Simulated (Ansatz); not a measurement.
System: [dimethyl(phosphanyl)silyl]phosphane, C$_{2}$H$_{10}$P$_{2}$Si, net charge 0, singlet state. SMILES: C[Si](C)(P)P
Geometry from a B3LYP-D3(BJ)/def2-TZVP (Ansatz, a program for electronic structure) optimisation:
```xyz
15

C     -0.8976     0.7815     1.7488
Si    -0.2188     0.3046     0.0640
C     -0.7337     1.5593    -1.2354
P     -0.9283    -1.8021    -0.3996
P      2.0495     0.3333     0.1900
H     -1.9898     0.7991     1.7340
H     -0.5834     0.0729     2.5169
H     -0.5474     1.7747     2.0378
H     -0.3362     1.2959    -2.2168
H     -0.3706     2.5568    -0.9767
H     -1.8221     1.6016    -1.3143
H     -0.4553    -1.7781    -1.7372
H     -2.2477    -1.4146    -0.7618
H      2.2439    -0.3189    -1.0556
H      2.1429    -0.8667     0.9414
```
Charge 0, spin multiplicity 1.

Property: atomisation energy, in kcal/mol. Set-up: spin-orbit terms left out; LANL2DZ with its own core potentials from Na on; non-relativistic; UHF or UKS for open shells; atomisation electronic, to ground-state atoms; 6-311+G** with 5d, 6d on Na to Ar in Ansatz; frozen cores in correlated levels; six Cartesian d functions in 6-31G* and its kin unless marked 5d. Basis-set limits of correlation are two-point, X^-3; Hartree-Fock from the larger set. First-principles rows: single points at B3LYP-D3(BJ) geometries (Ansatz).

Coupled cluster (Ansatz) is a level with limits of its own, used here on species with T1 under 0.025 (0.045 for open shells) and stable references: CCSD(T)/CBS(cc-pV(T+d)Z,cc-pV(Q+d)Z).

Value to compare with, CCSD(T)/CBS(cc-pV(T+d)Z,cc-pV(Q+d)Z) (Ansatz): 1201.6 kcal/mol.

| level | program | atomisation energy (kcal/mol) | difference |
|---|---|---|---|
| MP2/STO-3G | Ansatz | 1281.1 | 79.5 |
| MP2/3-21G | Ansatz | 957.8 | -243.8 |
| MP2/LANL2DZ | Ansatz | 951.3 | -250.3 |
| MP2/6-31G* | Ansatz | 1052.5 | -149.1 |
| MP2/6-311+G** | Ansatz | 1114.5 | -87.1 |

Among the 5 habitual levels, MP2/LANL2DZ lies farthest from CCSD(T)/CBS(cc-pV(T+d)Z,cc-pV(Q+d)Z) (Ansatz) (-250.3 kcal/mol) and MP2/STO-3G nearest (79.5); 1 of 5 lie above it, and their mean absolute difference is 162.0 kcal/mol, the median 149.1. One case shows no general order.

The sets are all those run for this method; left out are runs that failed, that the program found above a lower state of the same kind, or whose <S^2> lies over 0.5 above the pure value.
